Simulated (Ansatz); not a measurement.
CH₇AlFNSi, SMILES `[CH3][Al]([F])[NH][SiH3]`, relaxed with RKS PBE0-D4/def2-TZVP in the Gaussian-basis code of Ansatz from a PBE-D4/def2-SVP geometry. The force threshold is 0.005 eV/Å; the program also tests the step.

Total charge 0; spin multiplicity 1.

Start:

```xyz
12

C     0.849    1.271   -1.463
Al   -0.823    0.872   -0.552
F    -2.227    1.724   -0.927
N    -1.032   -0.397    0.704
Si    0.134   -1.512    1.388
H     0.808    0.922   -2.517
H     1.033    2.366   -1.493
H     1.719    0.783   -0.978
H    -1.982   -0.499    1.083
H    -0.210   -2.956    1.115
H     0.266   -1.364    2.884
H     1.466   -1.211    0.756
```

**Question.** How much energy does the relaxation release, and in how many steps? (Best estimate.)

**Answer.** The calculation gave: 5.86 kJ/mol, in 23 steps, 1 of them rejected.

**Question.** Which bonds change most? (Estimate.)

**Answer.** Ansatz gave: Al2–F3 from 1.684 to 1.655 Å; N4–Si5 from 1.753 to 1.724 Å; Al2–N4 from 1.797 to 1.777 Å; Si5–H10 from 1.509 to 1.490 Å.

**Question.** Give the relaxed structure. (Best estimate.)

**Answer.** Computed: 
```xyz
12

C     0.840    1.260   -1.460
Al   -0.819    0.833   -0.566
F    -2.204    1.650   -0.954
N    -1.016   -0.410    0.690
Si    0.134   -1.484    1.394
H     0.751    1.102   -2.538
H     1.098    2.314   -1.315
H     1.673    0.654   -1.096
H    -1.956   -0.508    1.053
H    -0.213   -2.915    1.167
H     0.263   -1.290    2.865
H     1.450   -1.208    0.760
```
